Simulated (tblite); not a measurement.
Start geometry of `FC(F)(F)c1cc([SiH3])p(P)c1` from a force field or distance geometry (Å):
```
atom  x, y, z in Å
F1    -3.0817   -0.4341   -1.3940
C2    -2.8774    0.2595   -0.2515
F3    -3.5434   -0.4004    0.7400
F4    -3.4689    1.4745   -0.3987
C5    -1.4158    0.3628    0.0821
C6    -0.6257   -0.8436    0.2546
C7     0.6843   -0.6542    0.5174
Si8    1.9779   -1.8853    0.8533
P9     1.0727    1.1702    0.6016
P10    1.8937    1.4877   -1.5011
C11   -0.7325    1.5144    0.2034
H12   -1.0935   -1.8226    0.1817
H13    1.4555   -3.2527    0.5652
H14    3.1770   -1.6540    0.0043
H15    2.3798   -1.8445    2.2777
H16    2.1092    2.8867   -1.4171
H17    3.2460    1.1453   -1.2418
H18   -1.1661    2.4967    0.0912
```

Problem. What comes out of this run: GFN2-xTB geometry optimisation, gas phase (tblite 0.8.0)?

Solution. 
```
atom  x, y, z in Å
F1    -3.1365   -0.4199   -1.3471
C2    -2.8630    0.2647   -0.2198
F3    -3.5234   -0.3700    0.7675
F4    -3.4464    1.4650   -0.3547
C5    -1.3955    0.3540    0.0455
C6    -0.6135   -0.8303    0.2600
C7     0.7045   -0.6038    0.4646
Si8    2.0132   -1.9116    0.8154
P9     1.0206    1.1834    0.5254
P10    1.8869    1.3915   -1.4555
C11   -0.6905    1.5077    0.0738
H12   -1.0628   -1.8097    0.2300
H13    1.4345   -3.2195    0.5196
H14    3.1668   -1.6368   -0.0479
H15    2.4064   -1.7948    2.2210
H16    2.0246    2.7768   -1.3150
H17    3.1775    1.1689   -0.9649
H18   -1.1122    2.4908   -0.0497
```

The energy falls by 33.5 kJ/mol over 53 L-BFGS steps, the largest force on an atom goes from 2.17 to 0.009 eV/Å, and the atoms move by 0.109 Å rms after alignment. The bond that changes most is P9–P10 (ring phosphorus to three-coordinate phosphorus), which shortens by 0.107 Å. Bonds longer at the end by more than 0.005 Å: 2 of 18; shorter: 14. Among the angles that change most is P9–P10–H17, from 98.1° to 91.9°. Rotational constants go from 1033, 438.7, 355.5 to 1082, 442.4, 359.5 MHz. The orientation of the end geometry is arbitrary; only internal coordinates are fixed.

Time: 0.6 s of wall time. Hardware: one thread, Arm Neoverse V1 (aarch64), shared host.

Its GFN2-xTB frequencies are all real (lowest 16 cm⁻¹). The numbers are those of one conformer.

These are computed values.
